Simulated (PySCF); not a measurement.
Compound: C6H6BF3.
SMILES: `C(=C\C=C)(/C=C/F)B(F)F`

A PySCF run (density fitting, gas phase, GFN2-xTB geometry) gave HOMO -3.46 eV, LUMO 0.61 eV, dipole 0.11 D and E = -548.717 Eh.

Question: Which of these levels was it?
A. PBE0/pcSseg-1
B. HSE06/STO-3G
C. mPW1PW91/pcSseg-0
D. PBE0/def2-SVPD
E. B97-D/6-31G*

Answer: B. It is HSE06/STO-3G. All candidates on this geometry:

```csv
level and settings,kind,basis functions,SCF cycles,E (Eh),HOMO (eV),LUMO (eV),dipole (D)
B97-D/6-31G*,GGA,152,16,-556.3239,-5.13,-2.41,1.56
"HSE06/STO-3G, grid level 4","screened hybrid, exact exchange at short range",56,14,-548.7169,-3.46,0.61,0.11
PBE0/pcSseg-1,global hybrid,200,14,-556.0468,-6.58,-2.21,2.14
PBE0/def2-SVPD,global hybrid,257,14,-555.7120,-6.64,-2.25,2.26
"mPW1PW91/pcSseg-0, damping 0.2 at the start, DIIS from the seventh cycle, fitting basis def2-universal-jkfit",global hybrid,102,17,-555.3289,-6.69,-2.28,2.42
```

The nearest other candidate, by the summed differences of HOMO and LUMO, is B97-D/6-31G*: its HOMO differs by -1.67 eV and its LUMO by -3.02 eV. B97-D ran without the empirical dispersion term, which would shift the total energy alone. Cycle counts include a coarse-grid stage where the run had one. All basis functions are spherical, in the Pople sets too.

Shape of the structure used: `[CH2:1]=[CH:2]/[CH:3]=[C:4](/[CH:5]=[CH:6]/[F:7])[B:8]([F:9])[F:10]`: C1–C2–C3–C4 -179°, C3–C4–C5–C6 175°, C3–C4–B8–F9 166°.
